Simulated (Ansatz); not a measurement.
Species: C₄H₁₀N, charge 0, multiplicity 2. It need not be the lowest isomer of its formula. 
Structure (B3LYP-D3(BJ)/def2-TZVP (Ansatz, a program for electronic structure) minimum search):
SMILES: C[CH]NCC
```xyz
15

C      2.3332    -0.6336     0.0675
C      1.0161    -0.0137     0.3728
N      0.0539    -0.0067    -0.6277
C     -1.2019     0.7046    -0.4235
C     -2.1100     0.0068     0.5819
H      2.2672    -1.7214    -0.0950
H      2.7773    -0.2076    -0.8398
H      3.0362    -0.4674     0.8843
H      0.6344    -0.0489     1.3844
H      0.4381     0.1179    -1.5534
H     -1.0190     1.7387    -0.0979
H     -1.7064     0.7543    -1.3901
H     -1.6580    -0.0269     1.5738
H     -2.3134    -1.0176     0.2665
H     -3.0577     0.5417     0.6682
```
Charge 0, spin multiplicity 2.

Atomisation energy built up term by term with Ansatz (kcal/mol; UHF references for open shells; valence terms freeze the core; atomic spin-orbit terms are left out). CBS(X,Y): correlation extrapolated as X^-3; Hartree-Fock from the larger set.

```
term                                          basis  kcal/mol
-----------------------  --------------------------  --------
Hartree-Fock                                cc-pVQZ         ?
CCSD correlation               CBS(cc-pVTZ,cc-pVQZ)    332.21
(T)                            CBS(cc-pVTZ,cc-pVQZ)         ?
core correlation                          cc-pwCVTZ      5.21
scalar relativity (X2C)  cc-pVTZ-DK against cc-pVTZ     -1.04
sum: De                                                     ?
```

Problem. Fill in the missing entries.

Solution. 
- Hartree-Fock, kcal/mol: 1009.59
- (T), kcal/mol: 18.63
- sum: De, kcal/mol: 1364.6
